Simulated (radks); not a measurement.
Problem. Pm LV, 7 electrons, occupied as [He] 2s2 2p3. Method: scalar-relativistic Kohn-Sham, exchange-only LDA, spin-polarised, spherical densities, point nucleus; open shells are filled with parallel spins first (spin-orbit coupling, left out, can overturn this in heavy ions); computed with a radial shooting solver on a logarithmic mesh with Libxc functionals. Some entries of the table are withheld. Estimate them.

orbital,occ.,eigenvalue (hartree),<1/r> (bohr^-1),<r^2> (bohr^2)
1s up,1,(1),67.47,0.0007291
1s down,1,(2),67.52,0.0007278
2s up,1,-429.9911,16.22,(3)
2s down,1,-427.1953,16.16,(4)
2p up,3,(5),15.22,0.008398
2p down,0,(6),15.18,0.008462

Solution. 
(1) 1s up eigenvalue (hartree): -1836.208
(2) 1s down eigenvalue (hartree): -1834.370
(3) 2s up <r^2> (bohr^2): 0.01072
(4) 2s down <r^2> (bohr^2): 0.01078
(5) 2p up eigenvalue (hartree): -405.3669
(6) 2p down eigenvalue (hartree): -402.0437
